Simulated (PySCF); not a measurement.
C₂H₈GeO₃. Atoms are numbered in the order given.

```xyz
14

C     -2.5128     0.3683     0.3967
C     -1.2812    -0.2623     1.0539
Ge     0.3158    -0.0496    -0.0425
O      0.7619     1.6472    -0.3374
O      1.6452    -0.9262     0.7607
O      0.1214    -0.6334    -1.7117
H     -2.3675     1.4477     0.2317
H     -2.7103    -0.0839    -0.5877
H     -3.4134     0.2396     1.0180
H     -1.0720     0.1834     2.0406
H     -1.4195    -1.3425     1.2255
H      0.7565     2.1702     0.4747
H      2.4931    -0.7683     0.3224
H      0.1647    -1.5972    -1.7612
```
Charge 0, spin multiplicity 1.

The structure is a stationary point at B3LYP-D3(BJ)/def2-SVP. Other conformers were not sampled.

All values below come from PBE/pcSseg-1 run with PySCF.

GIAO shieldings, no solvent; atoms listed in one row are averaged. δ = σ(ref) − σ: ¹³C against TMS (σ = 182.0 ppm); ⁷³Ge against GeH4 (σ = 1614.4 ppm); ¹⁷O against H2O (σ = 334.3 ppm); ¹H against TMS (σ = 31.49 ppm), references at their B3LYP-D3(BJ)/def2-TZVP geometries, non-relativistic.

```
nucleus       atoms  count  δ (ppm)
-------  ----------  -----  -------
¹³C              C2      1     17.5
¹³C              C1      1     11.6
⁷³Ge            Ge3      1    417.2
¹⁷O              O5      1     80.0
¹⁷O              O4      1     61.5
¹⁷O              O6      1     58.9
¹H       H7, H8, H9      3     1.53
¹H              H11      1     1.46
¹H              H13      1     1.43
¹H              H10      1     1.35
¹H              H12      1     0.83
¹H              H14      1     0.68
```
